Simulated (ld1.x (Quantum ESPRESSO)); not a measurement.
# What the settings do to the TM potential of Ga

Base potential:

```json
{
  "Element": "Ga (Z = 31)",
  "Generator": "ld1.x (Quantum ESPRESSO) 7.5",
  "Type": "norm-conserving Troullier–Martins (Kleinman–Bylander form)",
  "Functional": "PBEsol",
  "Relativity": "scalar-relativistic",
  "Frozen core": "[Ar] 3d10",
  "Valence charge": "3",
  "Reference configuration": "4s1.5 4p1.5",
  "Partial waves": "4s (bound): rc 1.70 bohr; 4p (bound): rc 1.65 bohr",
  "Local potential": "the p channel",
  "Core correction": "none"
}
```

All-electron outer shells of the reference configuration (PBEsol, scalar-relativistic, ld1.x):

```
shell  level (eV)  outermost node (bohr)  outermost maximum (bohr)
   3p      -99.68                   0.24                      0.56
   3d      -20.13                      –                      0.53
   4s       -9.53                   0.81                      1.87
   4p       -2.98                   0.87                      2.50
```

Cutoffs, loose and tight: the cutoffs (Ry, on a coarse ladder) from which the occupation-weighted sum of valence levels, in a spherical-Bessel basis at the reference potential, stays within 10 and 1 mRy of its value at 400 Ry. They do not see the model core or the augmentation charge, which bear on the density cutoff. Test errors are all-electron minus pseudo excitation energies from the reference, over the configurations 4s2 4p1; 4s2 4p0; 4s1 4p0; 4s0 4p3; 4s1 4p1; 4s1 4p2; 4s2 4p1.3. A dash means not determined; rows that change the core or the reference have their own tests.

A true bound ghost makes a file unfit for plane-wave use even where its test errors are small: the radial tests pick states by their node count and pass the ghost by.

```csv
change,outcome,"cutoff, loose","cutoff, tight",bound ghosts,largest test error (meV)
base,generated,25 Ry,40 Ry,s,+47
wave 4s (bound): rc 1.70 bohr becomes 4s (bound): rc 1.08 bohr,generated,200 Ry,230 Ry,s,+156
wave 4s (bound): rc 1.70 bohr becomes 4s (bound): rc 1.72 bohr,generated,25 Ry,40 Ry,s,+47
wave 4s (bound): rc 1.70 bohr becomes 4s (bound): rc 2.04 bohr,generated,25 Ry,40 Ry,none,+40
wave 4s (bound): rc 1.70 bohr becomes 4s (bound): rc 2.16 bohr,generated,21 Ry,40 Ry,none,+37
wave 4s (bound): rc 1.70 bohr becomes 4s (bound): rc 2.52 bohr,generated,18 Ry,40 Ry,none,+23
```

(1) What comes out with this change to the base: wave 4s (bound): rc 1.70 bohr becomes 4s (bound): rc 1.50 bohr?

## Answers

(1) outcome: generated; cutoff, loose: 30 Ry; cutoff, tight: 60 Ry; bound ghosts: s; largest test error (meV): +43.

Reading the sweep of the s radius (base included, trends over the rows without a ghost): Bound ghosts are found at 1.08, 1.5, 1.7, 1.72 bohr.
